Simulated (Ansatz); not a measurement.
Geometry optimisation, Ansatz, RKS PBE0-D4/def2-SVP.

The input (input.yaml):

```yaml
crystal:
  periodic: [false, false, false]
  atoms:
    - { symbol: Si, position_ang: [-0.45419, 1.31907, -0.17979] }
    - { symbol: O, position_ang: [-0.19248, -0.20884, 0.33133] }
    - { symbol: Si, position_ang: [0.50485, -1.65368, 0.29957] }
    - { symbol: S, position_ang: [1.89083, -2.19475, -1.00205] }
    - { symbol: H, position_ang: [-0.90741, 1.22229, -1.56181] }
    - { symbol: H, position_ang: [-1.48828, 1.78304, 0.7383] }
    - { symbol: H, position_ang: [0.81204, 2.02618, -0.03228] }
    - { symbol: H, position_ang: [-0.16536, -2.29331, 1.40674] }
basis:
  gaussian: { orbitals: def2-SVP }
hamiltonian:
  xc: pbe0
  dispersion: d4
relax:
  f_tol: 0.015
  max_steps: 40
```

Run as:

```bash
$ ansatz run input.yaml --threads 1 --pin off --max-ram 2048MiB --backend cpu --events-out ev --progress --plain --runs-dir out
```

Q: Where does it end, and by what steps?

A: It converged. After 8 steps the energy has fallen by 0.230 eV; H8 moved furthest, 0.31 Å.

```tsv
step	energy less start (eV)	largest force component (eV/Å)	accepted
0	0.0000	1.313	yes
1	-0.1902	0.445	yes
2	-0.2031	0.219	yes
3	-0.2111	0.227	yes
4	-0.2165	0.404	yes
5	-0.2265	0.034	yes
6	-0.2291	0.050	yes
7	-0.2284	0.074	no
8	-0.2296	0.006	yes
```

```xyz
8
Properties=species:S:1:pos:R:3
Si -0.449 1.273 -0.162
O -0.376 -0.250 0.561
Si 0.469 -1.631 0.328
S 1.813 -1.943 -1.038
H -0.850 1.130 -1.589
H -1.474 2.046 0.589
H 0.880 1.939 -0.059
H -0.013 -2.564 1.371
```

Whether the end is a true minimum wasn't checked by a vibrational analysis.

Run time: 32 s on 1 CPU thread of a shared host.
